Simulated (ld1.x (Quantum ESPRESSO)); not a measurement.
## Before and after: TM potential for cadmium (Cd)

ld1.x (Quantum ESPRESSO) 7.5 input, shortened:

```
&input
   title='Cd', zed=48., rel=1, dft='PBE', iswitch=3,
   config='[Kr] 4d10 5s2 5p0'
 /
 &inputp
   pseudotype=2, tm=.true., lloc=-1, rcloc=1.85,
   nlcc=.true., new_core_ps=.true., rcore=0.90
 /
3
5S  1  0   2.00   0.00  2.60  2.60  0.0
5P  2  1   0.00   0.00  3.55  3.55  0.0
4D  3  2  10.00   0.00  1.85  1.85  0.0
 &test
   configts(1)='4d10 5s2 5p0'
 /
```

All-electron outer shells of the reference configuration (PBE, scalar-relativistic, ld1.x):

| shell | level (eV) | outermost node (bohr) | outermost maximum (bohr) |
| --- | --- | --- | --- |
| 4s | -105.92 | 0.43 | 0.79 |
| 4p | -66.97 | 0.43 | 0.84 |
| 4d | -11.73 | 0.42 | 0.98 |
| 5s | -5.66 | 1.07 | 2.35 |
| 5p | -1.18 | 1.20 | 3.33 |

Change: local potential the d channel.

Cutoffs: the cutoffs (Ry, on a coarse ladder) from which the occupation-weighted sum of valence levels, in a spherical-Bessel basis at the reference potential, stays within 10 and 1 mRy of its value at 400 Ry; they do not see the model core or the augmentation charge, which bear on the density cutoff. Errors are all-electron minus pseudo energies relative to the spin-unpolarised reference configuration.

Q: How do hardness, ghosts and transferability respond?

A: The potential gets softer (70 Ry and 100 Ry → 60 Ry and 100 Ry); the bound ghosts move from s to p, s; the number of tests that count goes from 7 to 6; of the 6 tests that both files solve, the error grows in 0 and shrinks in 3 by more than 15 % and 0.3 meV (median size 27.9 → 23.8 meV). In the separable form a ghost depends on how the local part lies against the semilocal potential of the channel, so the choice of the local part can create or remove one.

```tsv
quantity	base	changed
cutoff, loose	70 Ry	60 Ry
cutoff, tight	100 Ry	100 Ry
loose cutoff by channel (10 mRy a level)	s 15 Ry, d 50 Ry	s 6 Ry, d 50 Ry
bound ghosts	s	s, p
tests counted (converged, no solver errors)	7 of 7	6 of 7
error for 4d10 5s1 5p0, meV [ΔE 9.27 eV]	-8.9	-6.3
error for 4d10 5s0 5p0, meV [ΔE 26.40 eV]	-41	-41
error for 4d9 5s0 5p0, meV [ΔE 64.41 eV]	-131	-130
error for 4d10 5s0 5p2, meV [ΔE 9.67 eV]	+13	+3.6
error for 4d8 5s0 5p0, meV [ΔE 118.47 eV]	-537	-518
error for 4d10 5s0 5p1, meV [ΔE 15.05 eV]	+15	-3.6
s: phases at 3.85 bohr within 0.05 rad from the reference energy up to (Ry; the scan ends near 5)	1.2	1.0
p: phases at 3.85 bohr within 0.05 rad from the reference energy up to (Ry; the scan ends near 5)	0.9	1.7
d: phases at 3.85 bohr within 0.05 rad from the reference energy up to (Ry; the scan ends near 5)	3.1	3.1
```

Changed file: Tests not counted: 4d9 5s2 5p1 (solver errors, printed error -2.9 eV). A true bound ghost makes a file unfit for plane-wave use even where its test errors are small: the radial tests pick states by their node count and pass the ghost by. Where a test does run into it, the solver fails or the error is huge.
